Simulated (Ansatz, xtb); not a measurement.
## Redistribution: CH3Br + C2H5I → C2H6 + CH2BrI

Gas-phase species: CH3Br (bromomethane) `CBr`, singlet; C2H5I (iodoethane) `CCI`, singlet; C2H6 (ethane) `CC`, singlet; CH2BrI (bromoiodomethane) `BrCI`, singlet. The partners trade Br for CH3; both sit on C, so the bond types are kept.

Shapes, held fixed at every level: PBE0-D4/def2-TZVP. Programs: Ansatz 0.2.0, xtb 6.7.1. The zero-point and thermal change to 298 K, harmonic and unscaled (PBE0-D4/def2-TZVP), is -0.7 kJ/mol.

Task: Estimate ΔH(298 K) of this reaction.

Result: The highest level, CCSD(T)/def2-TZVPP, gives ΔH(298 K) = +20.5 kJ/mol; the levels span +1.2 to +21.3. The column of differences is taken from that level and isn't an error. No measured value is set beside it here. For atoms past krypton def2 sets carry core potentials with scalar relativity. Relativity is left out for Br. Outer-core shells of Br, I are correlated, in sets that cover them unevenly.

| level | kind | ΔH(298 K) (kJ/mol) | less CCSD(T)/def2-TZVPP |
| --- | --- | --- | --- |
| GFN1-xTB | semi-empirical | +1.2 | -19.3 |
| B3LYP-D4/def2-TZVPP | global hybrid | +18.3 | -2.2 |
| BHLYP-D4/def2-TZVPP | global hybrid | +20.8 | +0.3 |
| wB97X-V/def2-TZVPP | range-separated hybrid | +20.2 | -0.3 |
| CCSD(T)/def2-SVP | coupled cluster or CI | +20.0 | -0.5 |
| CCSD/def2-SVP | coupled cluster or CI | +20.7 | +0.2 |
| CCSD/def2-TZVPP | coupled cluster or CI | +21.3 | +0.8 |
| CCSD(T)/def2-TZVPP | coupled cluster or CI | +20.5 | 0.0 |
